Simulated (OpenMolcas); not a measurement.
A calculation on Zr III.

```yaml
Program: OpenMolcas 26.06
Method: "XMS-CASPT2, IPEA 0.25 Eh, imaginary shift 0.1 Eh (closed shells correlated: 4s 4p)"
Basis: ANO-RCC-VTZP [7s6p4d2f1g]
Scalar_Hamiltonian: DKH2, point nucleus
Active_space: 2 electrons in 10 orbitals (4d 5d)
State_averaging: 2S+1 = 3 even, 10 roots; 2S+1 = 1 even, 15 roots
Spin-orbit_coupling: state interaction with AMFI integrals over the reference wave functions, term energies averaged over their components
```

Q: Which level of the active space comes out lowest?

A: 4d² ³F₂, with 99 % of that term; it is also the measured ground level.

Q: How high does 4d² ³P₀ lie?

A: 8420 cm⁻¹ above the lowest level; measured 8062 cm⁻¹ above the ground level, so the calculation is off by +4 %.

Q: How high does 4d² ¹D₂ lie?

A: 6510 cm⁻¹ above the lowest level; measured 5742 cm⁻¹ above the ground level, so the calculation is off by +13 %.

Q: How high does 4d² ³F₄ lie?

A: 1509 cm⁻¹ above the lowest level; measured 1486 cm⁻¹ above the ground level, so the calculation is off by +2 %.

Measured values: Moore, Atomic Energy Levels, vol. II, NSRDS-NBS 35 (1971 reprint of NBS Circular 467, 1952); NIST levels as listed in Rynkun, Gaigalas and Jonsson, Astron. Astrophys. 637, A10 (2020).

CASPT2 breaks the degeneracy within a term, and the mean is taken; among the terms shown or strongly mixed into the levels shown the widest spread is 940 cm-1 (4d² ³F). Active for correlation alone: 5d; no level in the range computed is led by a configuration that fills it, so any true level of that kind is missing. Computed and measured levels are paired by configuration, term and J; levels that our copy of the source lacks, or whose pairing is in doubt (as where it misses far off the trend of its configuration), stay unpaired and out of the deviations. Levels of configurations outside the active space are missing.
